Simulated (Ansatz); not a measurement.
Species: sum formula SiN₂H₄F₂ (charge 0, singlet). 
Structure (B3LYP-D3(BJ)/def2-TZVP (Ansatz, a first-principles code) minimum search):
SMILES: N[Si](N)(F)F
```xyz
9

Si    -0.0012    -0.0081    -0.0030
F      0.3503    -0.5884    -1.4490
F     -0.6248    -1.2597     0.7691
N     -1.1963     1.1814     0.0597
N      1.4596     0.5910     0.5924
H     -2.1730     0.9472     0.1243
H     -1.0427     2.1072    -0.3029
H      1.5152     1.0739     1.4733
H      2.3450     0.2109     0.3017
```

CCSD(T) with Ansatz in growing basis sets, 32 correlated electrons. Correlated levels leave the core frozen unless marked. Open shells are spin-unrestricted. Spin-orbit coupling is left out. Non-relativistic. Costs are ratios of core time to the smallest set, on shared machines of one kind, and rough; they hold the program's checks for lower states.

```json
[
 {"basis": "cc-pV(D+d)Z", "functions": "99", "cost over smallest": "1×", "E(corr) (Eh)": "-0.8481", "electronic atomisation energy (kcal/mol)": "746.5"},
 {"basis": "cc-pV(T+d)Z", "functions": "215", "cost over smallest": "10×", "E(corr) (Eh)": "?", "electronic atomisation energy (kcal/mol)": "?"}
]
```

Problem. What does the step to cc-pV(T+d)Z buy, and how does its cost grow by formal scaling?

Solution. Formally CCSD grows as o²v⁴ and (T) as o³v⁴; with o = 16 and v going from 74 to 190 both grow 43-fold in the last step, while integrals and the mean field grow more slowly. That step adds 248.2 mEh of correlation energy and 73.5 kcal/mol to the atomisation energy. Row: E(corr) (Eh) -1.0963, electronic atomisation energy (kcal/mol) 820.1.
